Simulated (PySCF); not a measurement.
C₃H₆InNO₃, SMILES C(=O)=[N][In]([O]C)[O]C. Atoms are numbered in the order given.

```xyz
14

In    -0.0557    -0.2158    -0.1127
N      0.1933     1.6818     0.6001
C      0.8297     2.3243     1.4047
O      1.4081     3.0102     2.1612
O     -1.3913    -0.4522    -1.5725
C     -2.2415     0.5955    -1.9902
H     -1.8352     1.6065    -1.7968
H     -2.4068     0.5067    -3.0791
H     -3.2300     0.5341    -1.4958
O      1.0676    -1.6826     0.6303
C      0.9642    -3.0225     0.1971
H      1.1915    -3.1504    -0.8786
H      1.7006    -3.6189     0.7639
H     -0.0336    -3.4637     0.3844
```
Charge 0, spin multiplicity 1.

The structure is a stationary point at B3LYP-D3(BJ)/def2-SVP. The def2 effective core potentials stand for the cores of In; spin–orbit coupling is left out. Other conformers were not sampled.

These are PySCF with PBE/def2-SVP values and carry that method's errors.

ESP charges are fitted to the potential on shells at 1.4 to 2.0 van der Waals radii. Atomic charges (e):

```csv
atom,Mulliken,Löwdin,ESP fit
In1,0.80,0.54,1.08
N2,-0.26,-0.23,___
C3,0.05,0.06,___
O4,-0.11,-0.07,-0.34
O5,-0.47,-0.26,-0.50
C6,0.13,0.05,___
H7,0.03,0.02,0.03
H8,0.03,0.02,0.07
H9,0.03,0.01,0.05
O10,-0.47,-0.25,-0.51
C11,0.13,0.05,___
H12,0.03,0.01,0.05
H13,0.04,0.02,0.09
H14,0.03,0.01,0.04
```

Problem. Complete the blanks. (An estimate is asked for; the answer gives what the named calculation found.)

Solution. 
- N2, ESP fit: -0.62
- C3, ESP fit: 0.54
- C6, ESP fit: 0.03
- C11, ESP fit: 0.00
